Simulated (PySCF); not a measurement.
**How methods differ on the excitation energy of F²⁺**

F²⁺ [He] 2s2 2p3 (4S) → F²⁺ [He] 2s1 2p4 (4P), as a difference of total energies. Computed with PySCF 2.14 in dyall-acv3z (15s9p4d2f, 76 functions), with the spin-free X2C one-electron Hamiltonian (Gaussian nucleus). Correlated levels: valence: 1s2 frozen; virtual orbitals above 40 to 60 times the deepest correlated orbital energy dropped. The calculations carry no spin-orbit coupling.

```tsv
method	excitation energy (eV)
UHF	18.914
MP2 (valence)	19.000
SCS-MP2 (valence)	19.016
CCSD (valence)	18.966
CCSD(T) (valence)	18.959
```

Q: How much does correlation contribute at CCSD(T) (valence)?

A: 18.959 − (18.914) = 0.045 eV, measured against UHF.

A first-order spin-orbit estimate (lowest level to lowest level, LS coupling) adds -0.023 eV.
